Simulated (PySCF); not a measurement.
C$_{4}$H$_{8}$O (SMILES C1CCOC1), singlet, at a GFN2-xTB geometry. Base run: SVWN5/STO-3G (PySCF).

The PySCF input:
```python
from pyscf import gto, scf, dft

mol = gto.Mole()
mol.atom = '''
    C    -0.14951409    1.22743807   -0.21133895
    C     1.03239784    0.53846414    0.46684740
    C     0.84322136   -0.90563503    0.00313845
    O    -0.55256836   -1.10617076   -0.15121029
    C    -1.22416573    0.14359317   -0.11991759
    H    -0.45054046    2.14977571    0.27968171
    H     0.08631535    1.43951081   -1.25488009
    H     1.99653334    0.94504278    0.17083741
    H     0.93514390    0.60330060    1.55126604
    H     1.22175649   -1.64089471    0.71825128
    H     1.33785285   -1.07121204   -0.96464259
    H    -1.78029510    0.22418567    0.82463701
    H    -1.93785576    0.17649535   -0.94784448
'''
mol.basis = 'sto-3g'
mol.verbose = 3
mol.build()

mf = dft.RKS(mol)
mf.xc = 'lda,vwn'
mf.kernel()
```

Variants of this job, named by their change:

| change | ΔE vs base (mEh) | grid points | electrons on the grid |
|---|---|---|---|
| base | 0.000 | 149024 | 40.00007 |
| grids.level = 5 | 0.005 | 403216 | 40.00000 |
| grids.atom_grid = (75, 302) | 0.000 | 189264 | 40.00007 |
| grids.level = 0 | -48.416 | 10392 | 40.00536 |
| grids.level = 1 | -0.025 | 45680 | 40.00016 |
| grids.atom_grid = (30, 110) | 0.036 | 32016 | 39.99931 |
| grids.level = 4 | 0.004 | 268360 | 40.00000 |
| grids.radi_method = gauss_chebyshev | 0.000 | 145496 | 40.00007 |
| grids.atom_grid = (99, 590) | 0.004 | 422216 | 40.00000 |
| grids.level = 7 | 0.005 | 834056 | 40.00000 |
| grids.prune = dft.gen_grid.treutler_prune | -0.001 | 127928 | 40.00007 |
